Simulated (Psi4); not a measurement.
Torsional profile of SMILES OB(O)[SiH2][SiH2]Cl. Scanned: dihedral H7–O1–B2–Si4; all other coordinates were relaxed at GFN2-xTB. Points at φ and −φ are mirror images.

Geometry of the scan point at -100° (Å):
```
12

O     -2.3247     0.5584     0.9917
B     -1.5562     0.1203    -0.0595
O     -0.4339    -0.5964     0.1393
Si    -1.8908     0.7889    -1.8867
Si    -1.1194     2.9929    -1.9116
Cl    -0.6503     3.4968     0.0254
H     -2.0031     1.2361     1.5782
H     -0.1914    -0.8122     1.0438
H     -3.2950     0.8556    -2.3297
H     -1.2020     0.0989    -2.9898
H      0.1257     3.2824    -2.6293
H     -2.0475     4.0554    -2.3074
```

Method: DF-MP2 (frozen core)/cc-pVTZ // GFN2-xTB in Psi4 1.11.

Scanned values (°): -160, -140, -120, -100, -80, -60, -40, -20, 0, 20, 40, 60, 80, 100, 120, 140, 160, 180.

### Question
Locate the minima and the barriers on this grid.

### Answer
Lower than their neighbours: 0° (0.0 kJ/mol), 180° (18.9 kJ/mol). Higher than their neighbours: -100° (43.4 kJ/mol), 100° (43.4 kJ/mol). The whole profile spans 43.4 kJ/mol.
